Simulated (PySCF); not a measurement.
# EPR parameters of C7H9O

Species: C7H9O (doublet state).
Cartesian coordinates in Å at the GFN2-xTB level; atoms count from 1:
```
atom  x, y, z in Å
C1    -1.644    0.621   -1.553
C2    -1.201    0.070   -0.402
C3    -2.147   -0.559    0.584
C4     0.177    0.057   -0.070
C5     0.826   -0.461    1.069
C6     2.160   -0.240    0.948
C7     2.386    0.464   -0.348
O8     1.099    0.610   -0.921
H9    -0.958    1.066   -2.250
H10   -2.688    0.632   -1.807
H11   -2.084   -0.060    1.550
H12   -1.905   -1.611    0.728
H13   -3.169   -0.484    0.222
H14    0.330   -0.949    1.884
H15    2.949   -0.498    1.625
H16    2.839    1.460   -0.226
H17    3.024   -0.105   -1.042
```

The hyperfine couplings belong to this conformer and change with its torsions.

Identity: `C1O[C](C(=C)C)C=C1` [radical].

Theory: PySCF 2.14.0, UKS B3LYP, pcH-1 on C H O, non-relativistic, mean-field spin-orbit, GIAO. Geometry: GFN2-xTB, one conformer, isolated molecule. The geometry wasn't refined by DFT: couplings that depend on bond lengths, twists or pyramidal angles can differ widely from those at the functional's own minimum. Stability of the SCF solution: not tested. ⟨S²⟩ is 0.781 where a pure state has 0.75.

* g1, g2, g3: 2.00213, 2.00327, 2.00378
* g_iso: 2.00306
* Form of g: rhombic: the two nearest values differ by 31 % of g3 − g1
* ⟨S²⟩: 0.7808 (exact 0.7500)
* Total energy: -347.34321 Eh
* Basis functions: 290

Hyperfine couplings atom by atom, in 10⁻⁴ cm⁻¹; T1 to T3 are the principal values of the dipolar part; ρ(0) is the spin density at the nucleus (1 × 10⁻⁴ cm⁻¹ = 2.998 MHz):

```tsv
atom	isotope	a_iso	T1	T2	T3	Mulliken spin population	ρ(0) (bohr⁻³)
C1	13C	10.6	-10.3	-9.7	19.9	0.42	0.0283
C2	13C	-11.3	-6.9	2.9	4.0	-0.18	-0.0300
C3	13C	1.2	-0.1	-0.1	0.2	0.01	0.0033
C4	13C	14.8	-13.4	-13.0	26.3	0.44	0.0395
C5	13C	-11.5	-7.3	3.4	3.9	-0.19	-0.0306
C6	13C	12.9	-12.1	-11.5	23.6	0.45	0.0345
C7	13C	-7.8	-0.2	-0.1	0.3	-0.05	-0.0209
O8	17O	-4.3	-12.8	6.0	6.8	0.08	0.0212
H9	1H	-8.1	-3.8	-0.4	4.2	-0.02	-0.0055
H10	1H	-8.5	-5.1	0.0	5.1	-0.02	-0.0057
H11	1H	-3.5	-0.5	-0.3	0.8	0.00	-0.0023
H12	1H	-3.5	-0.5	-0.3	0.8	0.00	-0.0024
H13	1H	-0.6	-0.5	-0.3	0.7	0.00	-0.0004
H14	1H	2.7	-1.2	-0.3	1.5	0.01	0.0018
H15	1H	-10.1	-5.9	0.0	6.0	-0.02	-0.0068
H16	1H	30.3	-0.9	-0.2	1.2	0.04	0.0203
H17	1H	30.3	-0.9	-0.2	1.2	0.04	0.0203
```

Largest spin populations (Mulliken): C6 (+0.45), C4 (+0.44), C1 (+0.42) and C5 (-0.19). Three atoms exceed +0.15.

C4, the radical centre as drawn in `C=C(C)[C]1C=CCO1`, holds a spin population of +0.44 out of 1.

Axes: g3 points within 13° of the C1–H10 bond.

Under fast tumbling the dipolar parts average out, and these isotropic splittings remain: 2 × 1H (H16/H17, I = 1/2, 3 lines) with 3.24 mT, 1 × 1H (H15, I = 1/2, 2 lines) with 1.08 mT, 1 × 1H (H10, I = 1/2, 2 lines) with 0.91 mT, 1 × 1H (H9, I = 1/2, 2 lines) with 0.87 mT, 1 × 1H (H14, I = 1/2, 2 lines) with 0.28 mT and 3 × 1H (H11/H12/H13, I = 1/2, 4 lines) with 0.27 mT.

Nuclei that the bonding pattern makes equivalent are averaged, as if the motion that swaps them (rotation, inversion, ring flip) were fast. The three 1H nuclei of mean -7.6 MHz run from -10.5 to -1.9 MHz in the frozen geometry.

The 17O coupling of O8 (-12.8 MHz) shows only in satellite lines or after enrichment, since that isotope makes up about 0.038 % of natural oxygen.

The 13C coupling of C4 (44.4 MHz) shows only in satellite lines or after enrichment, since that isotope makes up about 1.07 % of natural carbon.

The spin density at the nucleus, in bohr⁻³, is negative for C5 (-0.0306), C2 (-0.0300) and C7 (-0.0209), for instance. A restricted open-shell determinant has no negative spin density anywhere; here it arises because α and β orbitals differ (spin polarisation).
